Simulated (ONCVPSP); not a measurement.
**Before and after: ONCV potential for Hf**

```json
{"Element": "Hf (Z = 72)", "Generator": "ONCVPSP 4.0.1", "Type": "optimised norm-conserving Vanderbilt (ONCV)", "Functional": "PBEsol", "Relativity": "scalar-relativistic", "Frozen core": "[Kr] 4d10 4f14", "Valence charge": "12", "Reference configuration": "5s2 5p6 5d2 6s1 6p1", "Partial waves": "5s+6s: rc 1.70 bohr, ncon 4, nbas 8, qcut 6.7 1/bohr, 2 projectors; 5p+6p: rc 2.50 bohr, ncon 5, nbas 9, qcut 5.2 1/bohr, 2 projectors; 5d: rc 2.70 bohr, ncon 4, nbas 9, qcut 6.5 1/bohr, 2 projectors, debl 2.1 Ha", "Local potential": "polynomial inside 1.50 bohr (lpopt 5, dvloc0 0 Ha)", "Core correction": "none"}
```

Change: functional Wu-Cohen.

Cutoffs: the cutoffs (Ha) at which the residual kinetic energy of the hardest occupied pseudo-wave falls to 1 and 0.1 mHa per electron; they do not see the model core or the augmentation charge, which bear on the density cutoff. Errors are all-electron minus pseudo energies relative to the spin-unpolarised reference configuration.

Predict the effect on cutoff, ghosts and configuration errors.

The potential gets neither clearly harder nor softer (17 Ha and 20 Ha → 17 Ha and 20 Ha); of the 3 tests that both files solve, the error grows in 1 and shrinks in 2 by more than 15 % and 0.3 meV (median size 2.1 → 2.1 meV); neither file shows a bound ghost.

| quantity | base | changed |
| --- | --- | --- |
| cutoff, loose | 17 Ha | 17 Ha |
| cutoff, tight | 20 Ha | 20 Ha |
| loose cutoff by channel | s 17 Ha, p 10.0 Ha, d 11 Ha | s 17 Ha, p 9.9 Ha, d 11 Ha |
| bound ghosts | none | none |
| GHOST(+) flags under 300 eV | s at 224.5 eV | s at 223.5 eV |
| tests with a reliable result | 3 of 4 | 3 of 4 |
| error for 5s2 5p6 5d2 6s2 6p0, meV [ΔE -3.86 → -3.89 eV] | +2.1 | +1.7 |
| error for 5s2 5p6 5d2 6s1 6p0, meV [ΔE 4.15 → 4.13 eV] | -1.6 | -2.9 |
| error for 5s2 5p6 5d2 6s0 6p0, meV [ΔE 18.31 → 18.26 eV] | +2.5 | -2.1 |
| s: phases at 1.73 bohr within 0.05 rad from the reference energy up to (Ha; the scan ends near 5) | to the end of the scan | to the end of the scan |
| p: phases at 2.53 bohr within 0.05 rad from the reference energy up to (Ha; the scan ends near 5) | 3.8 | 3.8 |
| d: phases at 2.74 bohr within 0.05 rad from the reference energy up to (Ha; the scan ends near 5) | 4.7 | 4.7 |
